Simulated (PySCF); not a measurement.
HO4S (SMILES O=S(=O)([O-])O), charge -1, singlet, geometry from GFN2-xTB, with bond 3-2 at 1.8 times its length; PBE0/STO-3G in PySCF.

PySCF was given this input:
```python
from pyscf import gto, scf, dft

mol = gto.M(
    atom='''
O     1.389920   -0.281761   -0.581483
S    -0.134456    0.024009    0.020263
O     0.325724   -0.045108    2.609245
O    -0.970632   -1.053488   -0.469618
O    -0.493940    1.335434   -0.483789
H     1.778901   -0.270498    0.286219
''',
    basis='sto-3g',
    charge=-1,
    spin=0,
    verbose=4,
)

mf = dft.RKS(mol)
mf.xc = 'pbe0'
mf.kernel()
mo_i, mo_e, stable_i, stable_e = mf.stability(internal=True, external=True, return_status=True, nroots=6, tol=1e-6)
print('internally stable:', stable_i, ' externally stable:', stable_e)
if not stable_e:
    umf = mf.to_uhf() if not hasattr(mf, 'xc') else mf.to_uks()
    umf.scf_summary = {}
    umf.kernel(umf.make_rdm1(mo_e, umf.mo_occ))
```

It wrote (shortened):

```
PySCF version 2.14.0

[INPUT] verbose = 4
[INPUT] num. atoms = 6
[INPUT] num. electrons = 50
[INPUT] charge = -1
[INPUT] spin (= nelec alpha-beta = 2S) = 0
[INPUT] symmetry False subgroup None
[INPUT] Mole.unit = angstrom
[INPUT] Symbol           X                Y                Z      unit          X                Y                Z       unit  Magmom
[INPUT]  1 O      1.389920000000  -0.281761000000  -0.581483000000 AA    2.626568135055  -0.532451122584  -1.098843616090 Bohr   0.0
[INPUT]  2 S     -0.134456000000   0.024009000000   0.020263000000 AA   -0.254085015805   0.045370434525   0.038291520462 Bohr   0.0
[INPUT]  3 O      0.325724000000  -0.045108000000   2.609245000000 AA    0.615529152198  -0.085241766027   4.930758441891 Bohr   0.0
[INPUT]  4 O     -0.970632000000  -1.053488000000  -0.469618000000 AA   -1.834228647739  -1.990803795516  -0.887449403166 Bohr   0.0
[INPUT]  5 O     -0.493940000000   1.335434000000  -0.483789000000 AA   -0.933411321968   2.523604517432  -0.914228712077 Bohr   0.0
[INPUT]  6 H      1.778901000000  -0.270498000000   0.286219000000 AA    3.361635692715  -0.511167137243   0.540875521647 Bohr   0.0

nuclear repulsion = 243.671557281498
number of shells = 18
number of NR pGTOs = 90
number of NR cGTOs = 30
basis = sto-3g
ecp = {}

******** <class 'pyscf.dft.rks.RKS'> ********
method = RKS
initial guess = minao
damping factor = 0
level_shift factor = 0
DIIS = <class 'pyscf.scf.diis.CDIIS'>
diis_start_cycle = 1
diis_space = 8
diis_damp = 0
SCF conv_tol = 1e-09
SCF conv_tol_grad = None
SCF max_cycles = 50
direct_scf = True
direct_scf_tol = 1e-13
XC library pyscf.dft.libxc version 7.1.2
    S. Lehtola, C. Steigemann, M. J. T. Oliveira, and M. A. L. Marques,  SoftwareX 7, 1–5 (2018)
XC functionals = pbe0
    C. Adamo and V. Barone,  J. Chem. Phys. 110, 6158 (1999)
    M. Ernzerhof and G. E. Scuseria,  J. Chem. Phys. 110, 5029 (1999)
radial grids:
    Treutler-Ahlrichs [JCP 102, 346 (1995); DOI:10.1063/1.469408] (M4) radial grids

becke partition: Becke, JCP 88, 2547 (1988); DOI:10.1063/1.454033
pruning grids: <function nwchem_prune>
grids dens level: 3
symmetrized grids: False
atomic radii adjust function: <function treutler_atomic_radii_adjust>
small_rho_cutoff = 0
Set gradient conv threshold to 3.16228e-05
Initial guess from minao.
tot grids = 85016
init E= -691.177063878993
cycle= 1 E= -689.214058474172  delta_E= 1.96  |g|= 1.25  |ddm|= 3.72
cycle= 2 E= -680.803061492139  delta_E= 8.41  |g|= 1.05  |ddm|= 8.47
cycle= 3 E= -687.107205450107  delta_E= -6.3  |g|= 2.26  |ddm|= 7.95
cycle= 4 E= -688.651032430675  delta_E= -1.54  |g|=    1  |ddm|= 3.06
cycle= 5 E= -688.64956803884  delta_E= 0.00146  |g|= 1.13  |ddm|= 1.94
cycle= 6 E= -688.801669466354  delta_E= -0.152  |g|= 1.01  |ddm|= 0.329
cycle= 7 E= -688.831161940588  delta_E= -0.0295  |g|= 0.982  |ddm|= 0.192
cycle= 8 E= -688.892296349933  delta_E= -0.0611  |g|= 0.988  |ddm|= 0.144
cycle= 9 E= -689.001314839369  delta_E= -0.109  |g|= 1.02  |ddm|= 0.238
cycle= 10 E= -688.791552802413  delta_E= 0.21  |g|= 0.956  |ddm|= 0.537
cycle= 11 E= -670.023896434106  delta_E= 18.8  |g|= 1.36  |ddm|= 10.1
cycle= 12 E= -689.059183268443  delta_E=  -19  |g|= 0.652  |ddm|= 10.1
cycle= 13 E= -689.15520818962  delta_E= -0.096  |g|= 0.771  |ddm|= 0.277
cycle= 14 E= -690.007156908535  delta_E= -0.852  |g|= 0.245  |ddm|= 2.87
cycle= 15 E= -690.023650692687  delta_E= -0.0165  |g|= 0.169  |ddm|= 0.354
cycle= 16 E= -690.061857733618  delta_E= -0.0382  |g|= 0.0411  |ddm|= 0.674
cycle= 17 E= -690.058171642649  delta_E= 0.00369  |g|= 0.0722  |ddm|= 0.188
cycle= 18 E= -690.062776085865  delta_E= -0.0046  |g|= 0.00723  |ddm|= 0.237
cycle= 19 E= -690.06280447911  delta_E= -2.84e-05  |g|= 0.00628  |ddm|= 0.0215
cycle= 20 E= -690.062851321023  delta_E= -4.68e-05  |g|= 0.00361  |ddm|= 0.039
cycle= 21 E= -690.062874276793  delta_E= -2.3e-05  |g|= 0.00421  |ddm|= 0.0525
cycle= 22 E= -690.062892532517  delta_E= -1.83e-05  |g|= 0.000488  |ddm|= 0.0261
cycle= 23 E= -690.062893033097  delta_E= -5.01e-07  |g|= 1.47e-05  |ddm|= 0.00828
cycle= 24 E= -690.062893033061  delta_E= 3.62e-11  |g|= 1.43e-05  |ddm|= 7.2e-05
Extra cycle  E= -690.062893031012  delta_E= 2.05e-09  |g|= 5.37e-05  |ddm|= 0.000186
converged SCF energy = -690.062893031012
rhf_internal: lowest eigs of H = [0.08091046 0.08462906 0.45369214 0.52737388 0.62196359 0.82426691]
<class 'pyscf.dft.rks.RKS'> wavefunction is stable in the internal stability analysis
rhf_real2complex: lowest eigs of H = [-0.05120049 -0.05011984  0.06913308  0.10596891  0.11758311  0.14622198]
<class 'pyscf.dft.rks.RKS'> wavefunction has an real -> complex instability
rhf_external: lowest eigs of H = [-0.13189398 -0.13074185 -0.05232369  0.09380773  0.10036465  0.13327192]
<class 'pyscf.dft.rks.RKS'> wavefunction has an RHF/RKS -> UHF/UKS instability
internally stable: True  externally stable: False

******** <class 'pyscf.dft.uks.UKS'> ********
method = UKS
initial guess = minao
damping factor = 0
level_shift factor = 0
DIIS = <class 'pyscf.scf.diis.CDIIS'>
diis_start_cycle = 1
diis_space = 8
diis_damp = 0
SCF conv_tol = 1e-09
SCF conv_tol_grad = None
SCF max_cycles = 50
direct_scf = True
direct_scf_tol = 1e-13
number electrons alpha = 25  beta = 25
XC library pyscf.dft.libxc version 7.1.2
    S. Lehtola, C. Steigemann, M. J. T. Oliveira, and M. A. L. Marques,  SoftwareX 7, 1–5 (2018)
XC functionals = pbe0
    C. Adamo and V. Barone,  J. Chem. Phys. 110, 6158 (1999)
    M. Ernzerhof and G. E. Scuseria,  J. Chem. Phys. 110, 5029 (1999)
radial grids:
    Treutler-Ahlrichs [JCP 102, 346 (1995); DOI:10.1063/1.469408] (M4) radial grids

becke partition: Becke, JCP 88, 2547 (1988); DOI:10.1063/1.454033
pruning grids: <function nwchem_prune>
grids dens level: 3
symmetrized grids: False
atomic radii adjust function: <function treutler_atomic_radii_adjust>
small_rho_cutoff = 0
Set gradient conv threshold to 3.16228e-05
init E= -690.096676184755
cycle= 1 E= -690.085132581706  delta_E= 0.0115  |g|= 0.13  |ddm|= 0.524
cycle= 2 E= -690.073518842122  delta_E= 0.0116  |g|= 0.145  |ddm|= 0.909
cycle= 3 E= -690.111691128555  delta_E= -0.0382  |g|= 0.0424  |ddm|= 0.548
cycle= 4 E= -690.111817556868  delta_E= -0.000126  |g|= 0.0315  |ddm|= 0.196
cycle= 5 E= -690.113588947758  delta_E= -0.00177  |g|= 0.0118  |ddm|= 0.0954
cycle= 6 E= -690.113765230772  delta_E= -0.000176  |g|= 0.00482  |ddm|= 0.0277
cycle= 7 E= -690.113808622765  delta_E= -4.34e-05  |g|= 0.000977  |ddm|= 0.0176
cycle= 8 E= -690.113811817008  delta_E= -3.19e-06  |g|= 0.000421  |ddm|= 0.00596
cycle= 9 E= -690.113813432782  delta_E= -1.62e-06  |g|= 0.000413  |ddm|= 0.00327
cycle= 10 E= -690.113815355713  delta_E= -1.92e-06  |g|= 0.000386  |ddm|= 0.00377
cycle= 11 E= -690.113822710589  delta_E= -7.35e-06  |g|= 0.00036  |ddm|= 0.0151
cycle= 12 E= -690.113830939523  delta_E= -8.23e-06  |g|= 0.000344  |ddm|= 0.0183
cycle= 13 E= -690.113836549954  delta_E= -5.61e-06  |g|= 0.000333  |ddm|= 0.013
cycle= 14 E= -690.113861465766  delta_E= -2.49e-05  |g|= 0.000332  |ddm|= 0.0655
cycle= 15 E= -690.113879056986  delta_E= -1.76e-05  |g|= 0.000509  |ddm|= 0.0627
cycle= 16 E= -690.113883181438  delta_E= -4.12e-06  |g|= 0.00037  |ddm|= 0.0167
cycle= 17 E= -690.113888607342  delta_E= -5.43e-06  |g|= 0.000166  |ddm|= 0.0251
cycle= 18 E= -690.113895707509  delta_E= -7.1e-06  |g|= 0.00135  |ddm|= 0.0956
cycle= 19 E= -690.113895699379  delta_E= 8.13e-09  |g|= 0.00133  |ddm|= 0.00306
cycle= 20 E= -690.113895459653  delta_E= 2.4e-07  |g|= 0.00138  |ddm|= 0.00428
cycle= 21 E= -690.113895742665  delta_E= -2.83e-07  |g|= 0.00137  |ddm|= 0.00339
cycle= 22 E= -690.113898462268  delta_E= -2.72e-06  |g|= 0.000735  |ddm|= 0.0156
cycle= 23 E= -690.113901700641  delta_E= -3.24e-06  |g|= 0.000167  |ddm|= 0.028
cycle= 24 E= -690.11390259409  delta_E= -8.93e-07  |g|= 6.03e-05  |ddm|= 0.0206
cycle= 25 E= -690.113902787593  delta_E= -1.94e-07  |g|= 5.55e-05  |ddm|= 0.00658
cycle= 26 E= -690.113902895615  delta_E= -1.08e-07  |g|= 4.99e-05  |ddm|= 0.00448
cycle= 27 E= -690.113902937719  delta_E= -4.21e-08  |g|= 4.76e-05  |ddm|= 0.000812
cycle= 28 E= -690.113903022723  delta_E= -8.5e-08  |g|= 4.73e-05  |ddm|= 0.00243
cycle= 29 E= -690.113903231174  delta_E= -2.08e-07  |g|= 4.85e-05  |ddm|= 0.00494
cycle= 30 E= -690.11390353462  delta_E= -3.03e-07  |g|= 4.61e-05  |ddm|= 0.00723
cycle= 31 E= -690.113904070112  delta_E= -5.35e-07  |g|= 6.41e-05  |ddm|= 0.00928
cycle= 32 E= -690.113904296388  delta_E= -2.26e-07  |g|= 4.54e-05  |ddm|= 0.00374
cycle= 33 E= -690.113906081728  delta_E= -1.79e-06  |g|= 8.82e-05  |ddm|= 0.0358
cycle= 34 E= -690.113905930489  delta_E= 1.51e-07  |g|= 4.73e-05  |ddm|= 0.00441
cycle= 35 E= -690.113906661789  delta_E= -7.31e-07  |g|= 9.46e-05  |ddm|= 0.0196
cycle= 36 E= -690.113906266243  delta_E= 3.96e-07  |g|= 3.43e-05  |ddm|= 0.0109
cycle= 37 E= -690.113906885789  delta_E= -6.2e-07  |g|= 7.23e-05  |ddm|= 0.0179
cycle= 38 E= -690.113907173554  delta_E= -2.88e-07  |g|= 0.00011  |ddm|= 0.0104
cycle= 39 E= -690.113906941475  delta_E= 2.32e-07  |g|= 9.51e-05  |ddm|= 0.00689
cycle= 40 E= -690.11390654538  delta_E= 3.96e-07  |g|= 5.37e-05  |ddm|= 0.0138
cycle= 41 E= -690.113906381169  delta_E= 1.64e-07  |g|= 3.21e-05  |ddm|= 0.00576
cycle= 42 E= -690.113906548287  delta_E= -1.67e-07  |g|= 3.07e-05  |ddm|= 0.0073
cycle= 43 E= -690.113907156422  delta_E= -6.08e-07  |g|= 2.93e-05  |ddm|= 0.0167
cycle= 44 E= -690.113908477582  delta_E= -1.32e-06  |g|= 0.000481  |ddm|= 0.0859
cycle= 45 E= -690.113908534745  delta_E= -5.72e-08  |g|= 0.000254  |ddm|= 0.0231
cycle= 46 E= -690.113908595174  delta_E= -6.04e-08  |g|= 0.000229  |ddm|= 0.000897
cycle= 47 E= -690.113908761822  delta_E= -1.67e-07  |g|= 0.000307  |ddm|= 0.014
cycle= 48 E= -690.113908710955  delta_E= 5.09e-08  |g|= 0.000333  |ddm|= 0.00256
cycle= 49 E= -690.113908333249  delta_E= 3.78e-07  |g|= 0.000565  |ddm|= 0.013
cycle= 50 E= -690.113908354921  delta_E= -2.17e-08  |g|= 0.000572  |ddm|= 0.00188
SCF not converged.
SCF energy = -690.113908354921 after 50 cycles  <S^2> = 1.0000869  2S+1 = 2.2361457
```

Convergence was not reached.
